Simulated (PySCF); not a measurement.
stibine (H3Sb), SMILES [SbH3]. The structure is a stationary point at PBE-D3(BJ)/def2-TZVPD. The def2 effective core potentials stand for the cores of Sb; spin–orbit coupling is left out.

Computed equilibrium geometry at PBE-D3(BJ)/def2-TZVPD (PySCF confirms it by a frequency run) as a Z-matrix, and its point group:
point group C3v.
```
Sb
H 1 1.7244
H 1 1.7244 2 90.59
H 1 1.7244 2 90.59 3 -90.60
```
